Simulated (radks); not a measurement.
Values are calculated unless marked as measured or tabulated.
Ionisation of V3+, [Ar] 3d2, to V4+, [Ar] 3d1, under several functionals. Dirac Kohn-Sham, spin-unpolarised, spherical densities, finite nucleus; open shells are shared between the two j in proportion to 2j + 1; a radial shooting solver on a logarithmic mesh with Libxc functionals.

functional,E(V3+) (hartree),Exc (hartree),IE (eV),-e(HOMO) (eV),<r> HOMO (bohr),IE error (eV)
OLYP,-947.53966,-44.70123,46.032,37.042,1.181,-0.677
"LDA (Slater exchange, VWN5 correlation)",-945.18148,-42.25931,46.146,37.190,1.176,-0.563
HCTH/407,-947.64373,-44.83028,46.459,37.445,1.170,-0.250
B86b exchange with PBE correlation,-947.39417,-44.52432,45.903,36.948,1.180,-0.806
RPBE,-947.33315,-44.46220,45.803,36.854,1.183,-0.906
PBEsol,-946.12747,-43.22961,45.830,36.876,1.177,-0.879
XLYP,-947.62137,-44.74786,45.904,36.961,1.188,-0.805

NIST Atomic Spectra Database: 46.709 eV (measured). Closest: HCTH/407. The Delta-SCF values span 0.66 eV, the total energies 2.46 hartree. The highest occupied level is 3d5/2. Spin polarisation and multiplet splitting are left out, so open shells lie too high by an amount that depends on their filling.

Beside tabulated values, note that spin-unpolarised runs miss the spin-polarisation part of the exchange energy of open shells.
